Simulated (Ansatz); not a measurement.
Conformers of `O[SiH2]O[SiH](O)O`, each relaxed with PBE0-D4/def2-TZVP in Ansatz. CBS adds the triple-zeta coupled-cluster correction to the MP2 limit.

Not all of them had a frequency check.

Conformer A:

Cartesian coordinates in Å:
```
O 0.469 1.935 0.107
Si 1.516 0.689 -0.199
O 0.614 -0.655 -0.259
Si -0.965 -1.112 -0.232
O -1.845 0.129 0.359
O -1.184 -2.436 0.686
H 0.669 2.799 -0.255
H 2.200 0.932 -1.494
H 2.502 0.561 0.898
H -1.357 -1.508 -1.594
H -1.403 0.986 0.345
H -1.217 -2.319 1.637
```

Conformer B:

```xyz
12

O     0.164    2.306    0.536
Si    0.966    1.051    1.209
O     0.937   -0.254    0.204
Si   -0.111   -0.894   -0.851
O    -0.837   -2.255   -0.315
O    -1.311    0.214   -1.032
H    -0.639    2.068    0.061
H     0.358    0.635    2.498
H     2.369    1.474    1.397
H     0.608   -1.161   -2.112
H    -0.332   -3.069   -0.296
H    -2.171   -0.113   -1.299
```

(1) Which is lowest in electronic energy at CCSD(T)/CBS (frozen core, def2 sets), and by how much? (An estimate is asked.)

(2) Give the energies relative to B (kJ/mol) with PBE0-D4/def2-TZVPP, ωB97M-V/def2-TZVPP, B2PLYP/def2-TZVPP, PBE0/def2-TZVPP, CCSD/def2-TZVPP, SCS-MP2/def2-QZVPP, CCSD/CBS(def2). (An estimate is asked.)

Results:

(1) Ansatz gave: B; A lies 0.9 kJ/mol higher. Gaps under about 2 kJ/mol don't settle the order.

(2) The calculation gave: 
| level | A |
| --- | --- |
| PBE0-D4/def2-TZVPP | 1.0 |
| ωB97M-V/def2-TZVPP | 1.3 |
| B2PLYP/def2-TZVPP | 1.0 |
| PBE0/def2-TZVPP | 0.9 |
| CCSD/def2-TZVPP | 1.5 |
| SCS-MP2/def2-QZVPP | 1.3 |
| CCSD/CBS(def2) | 1.1 |
